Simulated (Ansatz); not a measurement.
Total energies of B(NHMe2)Cl3 (C₂H₇BCl₃N) from Ansatz at PBE-D4/def2-TZVP, gas phase (1 Eh = 27.2114 eV = 2625.5 kJ/mol). The reference geometry is relaxed at PBE-D4/def2-SVP.

| state | geometry | energy (Eh) |
| --- | --- | --- |
| charge 0 singlet | reference | -1540.10850 |
| charge 1 doublet | reference | -1539.76132 |
| free B atom (doublet) | – | -24.61008 |
| free N atom (quartet) | – | -54.53214 |
| free C atom (triplet) | – | -37.79597 |
| free H atom (doublet) | – | -0.49962 |
| free Cl atom (doublet) | – | -459.95840 |

Task: Work out the vertical ionisation energy to the doublet.

Result: E(charge 1 doublet) − E(charge 0 singlet) = -1539.76132 − (-1540.10850) = 0.34718 Eh = 9.45 eV. For comparison, −ε of the highest occupied level is 6.54 eV at this level, 2.91 eV less.

Task: What is the binding energy per atom against free atoms?

Result: Atoms: 1 × (-24.61008) + 1 × (-54.53214) + 2 × (-37.79597) + 7 × (-0.49962) + 3 × (-459.95840) = -1538.10670 Eh. Binding: -1538.10670 − (-1540.10850) = 2.00180 Eh = 54.47 eV, or 3.89 eV for each of 14 atoms (no zero-point energy, no counterpoise term).
